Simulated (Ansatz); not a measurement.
Calculated with Ansatz (gas phase, PBE0-D4/def2-TZVP geometries, no zero-point term in ΔE). CBS: MP2 limit from def2 TZ/QZ plus the TZ coupled-cluster correction, frozen cores. This one scheme is used for every species. For Br outer-core shells are correlated without core-valence functions, which leaves a few kJ/mol of doubt a bond. Scalar relativity is left out up to krypton. Each species was taken in one conformer, which may not be the lowest.

Consider the ligand exchange at the Si–C bond: `N=C[SiH](O)Br` + H₂S → `O[SiH](S)Br` + `C=N`.

| species | CCSD(T)/def2-SVP energy (Eh) |
| --- | --- |
| `N=C[SiH](O)Br` | -3031.24717 |
| H₂S | -398.73539 |
| `O[SiH](S)Br` | -3335.71196 |
| `C=N` | -94.29403 |

(1) Work out ΔE.

Largest T1 diagnostic among the species: 0.012.

## Answers

(1) ΔE = (-3335.71196) + (-94.29403) − (-3031.24717) − (-398.73539) = -0.02343 Eh = -61.5 kJ/mol. CCSD(T)/CBS gives -69.6 kJ/mol.

From BLYP to BHLYP (50 % exact exchange), in def2-TZVPP and without D4, ΔE moves by −4.1 kJ/mol. At CCSD(T), def2-SVP lies +8.1 kJ/mol from the extrapolated value and def2-TZVPP +3.2 kJ/mol.
